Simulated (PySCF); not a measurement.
PBE0-D3(BJ)/def2-SVP geometry optimisation, IEF-PCM water with PySCF 2.14 and geomeTRIC: [Rh(OH)6]3-, charge -3, multiplicity 1. Start (model start, shaken):

```
13

Rh    0.0000    0.0045   -0.0041
O    -0.0134   -0.0068    1.9801
H     0.8009    0.0201    2.5276
O    -0.0093    0.0073   -1.9896
H    -0.7984   -0.0140   -2.5354
O     2.0054   -0.0202   -0.0069
H     2.5065    0.7807   -0.0276
O    -1.9985   -0.0190    0.0041
H    -2.5326   -0.8028   -0.0377
O    -0.0081    1.9943    0.0017
H    -0.0230    2.5278    0.7853
O    -0.0121   -1.9791   -0.0121
H    -0.0005   -2.5217   -0.8087
```

| step | E − E(start) / kcal mol⁻¹ | largest force / Eh bohr⁻¹ |
| --- | --- | --- |
| 0 | 0.00 | 0.04075 |
| 1 | -18.10 | 0.01269 |
| 2 | -32.20 | 0.01060 |
| 3 | -39.71 | 0.01141 |
| 4 | -38.37 | 0.00799 |
| 5 | -40.93 | 0.00118 |
| 6 | -40.99 | 0.00089 |
| 7 | -41.05 | 0.00119 |
| 8 | -41.09 | 0.00170 |
| 9 | -41.16 | 0.00094 |
| 10 | -41.26 | 0.00105 |
| 11 | -41.29 | 0.00125 |
| 12 | -41.32 | 0.00063 |
| 13 | -41.32 | 0.00035 |

The optimisation met its thresholds. End point:

```
13

Rh   -0.0060   -0.0020   -0.0099
O     0.1998    0.1161    2.0345
H     1.1653    0.1302    1.9085
O    -0.2151   -0.1193   -2.0546
H    -1.1802   -0.1374   -1.9245
O     2.0381    0.2077    0.1066
H     1.9094    1.1730    0.1219
O    -2.0506   -0.2111   -0.1270
H    -1.9228   -1.1764   -0.1416
O     0.1167    2.0426    0.1989
H     0.1270    1.9132    1.1642
O    -0.1254   -2.0458   -0.2175
H    -0.1393   -1.9198   -1.1830
```

Metal–donor distances, start → end: O2 1.984 → 2.058 Å, O4 1.986 → 2.059 Å, O6 2.006 → 2.058 Å, O8 1.999 → 2.059 Å, O10 1.990 → 2.059 Å, O12 1.984 → 2.058 Å.

No frequencies were computed, so the end point may be a saddle point.

The job took 2.6 min on one thread of AMD EPYC 9R45 96-Core Processor (shared host), with 145 basis functions and a peak of 1.3 GiB, launched as `OMP_NUM_THREADS=1 python lf_run.py task.json out`.
